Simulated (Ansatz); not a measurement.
Isolated molecules relaxed with PBE0-D4/def2-TZVP in Ansatz; ΔE leaves out vibrations. CCSD(T)/CBS is the MP2 limit (def2-TZVPP, def2-QZVPP) plus CCSD(T) − MP2 in def2-TZVPP, frozen cores. This one scheme is used for every species, atoms too. No spin–orbit coupling; open shells (•) take unrestricted orbitals. Spin–orbit coupling would lower the free atoms: a little for Cl.

Consider the homolysis of the Cl–Si bond: `C[Si](Cl)(Cl)C#N` → Cl• + `C[Si](Cl)C#N`•.

```
           species  CCSD(T)/CBS(def2) energy (Eh)
`C[Si](Cl)(Cl)C#N`                    -1341.36541
               Cl•                     -459.70966
   `C[Si](Cl)C#N`•                     -881.47278
```

Q: Work out ΔE.

A: ΔE = (-459.70966) + (-881.47278) − (-1341.36541) = 0.18297 Eh = +480.4 kJ/mol.

Largest T1 diagnostic among the species: 0.018.

From r2SCAN to r2SCAN0 (25 % exact exchange), in def2-TZVPP and without D4, ΔE moves by −4.3 kJ/mol: exact exchange takes away binding that semilocal exchange gives to molecules. At CCSD(T), def2-SVP lies −43.9 kJ/mol from the extrapolated value and def2-TZVPP −17.7 kJ/mol: correlation converges slowly with the basis, and small sets miss more of it in the bonded molecule than in its fragments. In def2-TZVPP, CCSD(T) changes the Hartree–Fock value by +107.3 kJ/mol (the triples alone add +10.3 kJ/mol) and MP2 by +140.2 kJ/mol; breaking electron pairs costs correlation energy, which Hartree–Fock lacks.
